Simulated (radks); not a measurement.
All-electron atom: Cd in [Ar] 3d10 4s2 4p4 4d10 5s2 5p2 (not the ground configuration). Method: scalar-relativistic Kohn-Sham, r2SCAN, spin-polarised, spherical densities, finite nucleus; open shells are filled with parallel spins first (spin-orbit coupling, left out, can overturn this in heavy ions); meta-GGA in the generalised Kohn-Sham scheme; Fermi nuclear charge, rms radius 4.6087 fm; computed with a radial shooting solver on a logarithmic mesh with Libxc functionals.

Normalised radial functions P(r) = r R(r), r in bohr:

r,5s down,5p up
0.003925,0.0515,0.0025
0.005277,0.0632,0.0042
0.007038,0.0750,0.0069
0.009463,0.0861,0.0113
0.01272,0.0931,0.0184
0.01697,0.0916,0.0289
0.02281,0.0759,0.0443
0.03067,0.0401,0.0644
0.04091,-0.0155,0.0865
0.055,-0.0854,0.1052
0.07395,-0.1425,0.1072
0.09863,-0.1468,0.0776
0.1326,-0.0645,0.0054
0.1783,0.0903,-0.0925
0.2378,0.2172,-0.1601
0.3197,0.1870,-0.1308
0.4298,-0.0440,0.0194
0.5733,-0.3008,0.1990
0.7708,-0.3266,0.2597
1.036,-0.0126,0.0986
1.382,0.4201,-0.1966
1.858,0.6982,-0.4785
2.498,0.6793,-0.6084
3.332,0.4604,-0.5569
4.48,0.2144,-0.3774
6.023,0.0662,-0.1825
8.033,0.0129,-0.0620
10.8,0.0013,-0.0130

5s down: eigenvalue -9.332 eV, 4 radial nodes at r = 0.0381, 0.151, 0.411, 1.05 bohr, <r> = 2.48 bohr, 90 % of the charge inside 3.67 bohr. 5p up: eigenvalue -4.384 eV, 3 radial nodes at r = 0.135, 0.417, 1.15 bohr, <r> = 3.23 bohr, 90 % of the charge inside 4.90 bohr.
